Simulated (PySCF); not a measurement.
CH4N2S. Atoms are numbered in the order given.

```xyz
8

N     -0.0578    -1.1562    -1.0536
C      0.0000     0.0000    -0.3161
N      0.0578     1.1562    -1.0536
S      0.0000     0.0000     1.3557
H      0.3054    -1.1706    -2.0095
H      0.0546    -2.0135    -0.5129
H     -0.3054     1.1706    -2.0095
H     -0.0546     2.0135    -0.5129
```

Coordinates come from a PBE-D3(BJ)/def2-SVP optimisation. The values are those of a single conformer.

These are PySCF with PBE/pcSseg-1 values and carry that method's errors.

GIAO shieldings, no solvent; atoms alike by connectivity are averaged. δ = σ(ref) − σ: ¹⁵N against NH3 (σ = 267.0 ppm); ¹³C against TMS (σ = 182.0 ppm); ³³S against H2S (σ = 706.5 ppm); ¹H against TMS (σ = 31.49 ppm), references at their B3LYP-D3(BJ)/def2-TZVP geometries, non-relativistic.

Computed chemical shifts:
```json
[
 {"nucleus": "¹⁵N", "atoms": "N1, N3", "count": "2", "δ (ppm)": "124.9"},
 {"nucleus": "¹³C", "atoms": "C2", "count": "1", "δ (ppm)": "187.7"},
 {"nucleus": "³³S", "atoms": "S4", "count": "1", "δ (ppm)": "374.1"},
 {"nucleus": "¹H", "atoms": "H5, H6, H7, H8", "count": "4", "δ (ppm)": "4.98"}
]
```
